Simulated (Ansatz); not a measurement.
A nudged elastic band was laid between two geometries of CH7FSSi2 (12 atoms, charge 0, multiplicity 1).

These are results of Ansatz, UKS PBE-D4/6-31G*, not measurements.

```json
{
  "movable images": "7",
  "climbing image": "yes",
  "spring": "5.0 eV/Å²",
  "optimiser": "quadratic models (default)",
  "start path": "through a guess of the saddle point",
  "force threshold": "0.05 eV/Å",
  "iteration limit": "60",
  "end points": "relaxed"
}
```

First end point:

```xyz
12
Properties=species:S:1:pos:R:3
C -1.496 1.358 1.593
S 0.058 0.372 1.443
Si -0.187 -0.446 -0.515
F -1.245 -1.696 -0.553
Si 1.932 -1.137 -1.246
H -1.640 1.999 0.710
H -2.366 0.699 1.727
H -1.383 1.994 2.485
H -0.796 0.628 -1.377
H 1.821 -1.921 -2.521
H 2.605 -1.985 -0.208
H 2.774 0.080 -1.503
```

Last end point:

```xyz
12
Properties=species:S:1:pos:R:3
C -1.968 1.237 1.352
S -0.624 0.212 1.436
Si -0.416 -0.511 -0.621
F -1.299 -1.869 -0.778
Si 1.874 -0.915 -0.994
H -1.971 2.024 0.591
H -2.350 1.507 2.341
H 0.781 0.715 1.458
H -1.033 0.547 -1.486
H 2.024 -1.708 -2.259
H 2.467 -1.684 0.147
H 2.591 0.392 -1.153
```

Task: What changes between the two ends?

Result: Bonds broken: C1–H8. Bonds formed: S2–H8.

Task: What energy profile does the band end with?

Result: The forces met the threshold. The highest image is number 4 of 0 to 8, 423.3 kJ/mol above the first end and 111.9 kJ/mol above the last; the last end lies 311.4 kJ/mol above the first. Neighbouring images differ by up to 2.3 eV, so the band resolves the path poorly. A vibrational analysis at the climbing image gives one clearly imaginary mode, 1327i cm⁻¹, and a faint second one (33i cm⁻¹) that may be numerical noise or a soft torsion: probably a first-order saddle point. The orbitals stay closed-shell, which can raise the energy where a bond breaks towards radicals; this wasn't checked here.

```csv
image,path coordinate (Å),energy (kJ/mol),C1–H8 (Å),S2–H8 (Å)
0,0.00,0.0,1.10,2.41
1,0.61,0.9,1.10,2.41
2,1.22,18.9,1.10,2.26
3,1.82,205.3,1.23,1.80
4,2.43,423.3,1.77,1.41
5,3.23,324.0,2.39,1.36
6,4.04,321.7,2.49,1.38
7,4.84,314.2,2.77,1.47
8,5.64,311.4,2.80,1.49
```

Task: What is the geometry of the highest image?

Result: 
```xyz
12
Properties=species:S:1:pos:R:3:forces:R:3
C -1.932 1.335 1.800 -0.05 0.02 0.02
S -0.330 0.599 1.492 0.04 0.00 -0.01
Si -0.116 -0.438 -0.624 -0.03 0.02 0.03
F -1.259 -1.614 -0.648 0.02 0.01 -0.01
Si 2.020 -1.211 -1.245 0.00 -0.01 -0.01
H -2.254 2.021 1.010 0.01 -0.01 -0.01
H -2.698 0.642 2.166 0.01 -0.01 0.00
H -0.293 1.990 1.746 0.00 -0.01 -0.01
H -0.588 0.643 -1.565 0.01 -0.01 -0.01
H 2.079 -1.760 -2.643 0.00 0.00 0.00
H 2.522 -2.250 -0.287 -0.01 0.00 0.00
H 2.927 -0.014 -1.169 0.00 0.00 0.00
```

The run took 7.4 min on 2 threads of Intel(R) Xeon(R) Platinum 8559C (Emerald Rapids) (shared host), peak memory 0.29 GiB.
